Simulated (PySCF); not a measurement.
Geometries of 2 isomers of C2H8OSi2, from PySCF 2.14.0, PBE0-D3(BJ)/def2-SVP geometry optimisation, gas phase. One conformer each, no zero-point energy, no frequencies.

Task: Which is lower in electronic energy at this level?
A.
```xyz
13
angstrom
C     -2.182    0.383    0.209
C     -1.087   -0.345   -0.522
O     -1.134   -0.575   -1.708
Si     0.520   -0.912    0.423
Si     2.243    0.492   -0.318
H     -2.595   -0.261    1.003
H     -2.976    0.676   -0.493
H     -1.770    1.274    0.711
H      0.366   -0.816    1.910
H      0.786   -2.331    0.045
H      3.539    0.149    0.342
H      2.386    0.357   -1.798
H      1.895    1.910    0.012
```
B.
```xyz
13
angstrom
C     -1.277   -0.588   -0.180
C     -0.071   -1.468   -0.581
Si     1.489   -0.512   -0.082
O      0.917    1.064   -0.197
Si    -0.741    1.214   -0.430
H     -2.193   -0.856   -0.730
H     -1.506   -0.721    0.892
H     -0.044   -1.597   -1.678
H     -0.128   -2.480   -0.149
H      2.643   -0.721   -1.003
H      1.927   -0.800    1.318
H     -1.326    2.160    0.564
H     -1.022    1.721   -1.808
```

Result: B. That is `[SiH2]1CC[SiH2]O1`, 65.9 kcal/mol below the other.

```csv
SMILES,atoms numbered as above,E (Eh),relative (kcal/mol),relative (kJ/mol),dipole (D)
C1C[SiH2]O[SiH2]1,[CH2:1]1[CH2:2][SiH2:3][O:4][SiH2:5]1,-734.60348,0.0,0.0,1.90
CC(=O)[SiH2][SiH3],[CH3:1][C:2](=[O:3])[SiH2:4][SiH3:5],-734.49848,65.9,275.7,2.27
```

As drawn, the lower has an Si–O bond, which the higher lacks; the higher has a C=O bond and an Si–Si bond, which the lower lacks.
